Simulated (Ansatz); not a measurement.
A series at Hf: from `[OH][Hf]([OH])([OH])[Cl]`, ligands are replaced one by one, each step taking up HCl and setting free H₂O; n counts the steps. Ansatz, PBE0-D4/def2-TZVP geometries. Each molecule was computed in one conformer, which needn't be the lowest.

| n | molecule | zero-point energy, PBE0-D4/def2-TZVP (kJ/mol) |
| --- | --- | --- |
| 0 | `[OH][Hf]([OH])([OH])[Cl]` | 99.5 |
| 1 | `[OH][Hf]([OH])([Cl])[Cl]` | 70.8 |
| 2 | `[OH][Hf]([Cl])([Cl])[Cl]` | 41.7 |
| 3 | `[Cl][Hf]([Cl])([Cl])[Cl]` | ? |

Task: By hand: fit a straight line y = ȳ + b (n − n̄) to the 3 given rows and predict n = 3.

Result: n̄ = 1.000, ȳ = 70.67; Σ(n − n̄)(y − ȳ) = -57.80, Σ(n − n̄)² = 2.000, so b = -28.90 kJ/mol a step. Prediction: 70.67 + (-28.90) × (2.000) = 12.9 kJ/mol.

Task: By hand: compare with the computed value, 12.4 kJ/mol, and give the steps along the whole series.

Result: The line misses by -0.5 kJ/mol (computed minus predicted). Steps: -28.7, -29.1, -29.3 kJ/mol.

The steps differ by at most 0.6 kJ/mol, 2.1 % of a mean step, so the ligands' effects nearly add and a line is close. The miss is 0.6 % of the series' range.
